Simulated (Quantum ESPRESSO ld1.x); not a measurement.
The arsenic ion As4+, 29 electrons, occupied as [Ne] 3s2 3p4 3d10 4s1 4f2 (not the ground configuration).

Method: scalar-relativistic Kohn-Sham, PW91, spin-unpolarised, spherical densities, point nucleus; computed with ld1.x of Quantum ESPRESSO 7.5.

Energy parts (hartree):
part                     energy
total                 -2243.843
kinetic                2287.324
electron-nucleus      -5318.294
Hartree                 867.705
exchange-correlation    -80.577

Orbitals (lengths in bohr, moments of r in powers of bohr; r(90%) holds 90 % of the orbital's charge):
| orbital | occ. | eigenvalue (hartree) | r(90%) | <r^2> |
|---|---|---|---|---|
| 1s | 2 | -434.715 | 0.0813 | 0.002785 |
| 2s | 2 | -58.2591 | 0.313 | 0.04839 |
| 2p | 6 | -51.5776 | 0.289 | 0.03833 |
| 3s | 2 | -10.2944 | 0.872 | 0.3953 |
| 3p | 4 | -8.19708 | 0.911 | 0.4189 |
| 3d | 10 | -4.72279 | 1.00 | 0.4649 |
| 4s | 1 | -2.67751 | 2.19 | 2.594 |
| 4p | 0 | -2.14216 | 2.45 | 3.185 |
| 5s | 0 | -1.13761 | 4.37 | 10.83 |
| 4f | 2 | -0.78623 | 4.38 | 9.853 |

The highest occupied level is 4f at -21.394 eV. The configuration is held as typed, so some empty levels lie below it. Summed over all electrons, <r^2> = 29.75 bohr^2, which gives a Langevin (diamagnetic) susceptibility term of -23.6 x 10^-6 cm^3/mol.
